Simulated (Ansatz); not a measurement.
`C[CH](C)[MgH]` + H₂S → `[MgH][SH]` + propane at 700 K and 1 bar (ligand exchange at a Mg–C bond).

Gas-phase electronic energies from Ansatz, PBE0-D4/def2-TZVP geometries. CBS: MP2 limit from def2 TZ/QZ plus the TZ coupled-cluster correction, frozen cores. This one scheme is used for every species. For Mg outer-core shells are correlated without core-valence functions, which leaves a few kJ/mol of doubt a bond.

| species | CCSD(T)/CBS energy (Eh) | H − E (kJ/mol) | S (J/(mol·K)) |
| --- | --- | --- | --- |
| `C[CH](C)[MgH]` | -318.83443 | 331.0 | 445.0 |
| H₂S | -398.97279 | 64.8 | 236.9 |
| `[MgH][SH]` | -598.89578 | 74.7 | 319.5 |
| `CCC` | -118.98051 | 329.4 | 356.3 |

H − E and S are ideal-gas, rigid-rotor, harmonic terms from PBE0-D4/def2-TZVP. 1 Eh = 2625.50 kJ/mol, R = 8.31446 J/(mol·K).

**Question.** By hand: ΔE, ΔH, ΔS and ΔG.

**Answer.** ΔE = (-598.89578) + (-118.98051) − (-318.83443) − (-398.97279) = -0.06907 Eh = -181.3 kJ/mol. Δ(H − E) = 74.7 + 329.4 − 331.0 − 64.8 = 8.3, so ΔH = -173.0 kJ/mol. ΔS = 319.5 + 356.3 − 445.0 − 236.9 = -6.1 J/(mol·K). ΔG = -173.0 − 700 × (-6.1)/1000 = -168.7 kJ/mol.

**Question.** By hand: the equilibrium constant, and the temperature at which ΔG would vanish if ΔH and ΔS stayed fixed.

**Answer.** log₁₀ K = −ΔG/(RT ln 10) = 12.6. ΔG = 0 at ΔH/ΔS = 28361 K, far beyond where these terms or the molecules hold.

The number of gas molecules stays the same, so ΔS is small and ΔH decides. A doubt of 5 kJ/mol in ΔE shifts log₁₀ K by 0.4 here. These are equilibria of isolated gas molecules and say nothing of rates. Largest T1 diagnostic: 0.009 (customary marks: 0.02 for closed shells, 0.045 for open ones).
